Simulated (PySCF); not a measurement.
**Radial density of V²⁺ (vanadium, charge +2)**

UHF, [Ar] 3d2 4p1, one real determinant (an excited configuration). Calculation: PySCF 2.14, in x2c-QZVPPall (11s7p5d3f2g, 96 functions); the spin-free X2C one-electron Hamiltonian (Gaussian nucleus).

```csv
r (bohr),4πr²ρ (e/bohr),4πr²(ρα − ρβ)
0.000918,0.1137,0.0000
0.00154,0.2961,0.0000
0.00260,0.7569,0.0000
0.00437,1.879,-0.0001
0.00735,4.436,-0.0003
0.0124,9.597,-0.0005
0.0208,17.90,-0.0008
0.0350,26.05,-0.0002
0.0588,26.15,0.0041
0.0989,20.72,0.0184
0.166,26.99,0.0594
0.280,25.76,0.2423
0.471,9.548,0.9308
0.792,11.54,1.7339
1.33,5.405,1.1385
2.24,0.7392,0.5291
3.77,0.2904,0.2897
6.34,0.01415,0.0141
10.7,1.970e-05,0.0000
```

Densities and radii are taken from the X2C orbitals without a picture-change correction, which distorts them close to the nucleus.

⟨L²⟩ = 14.02 against 20 for a pure G term, so this real determinant mixes terms.
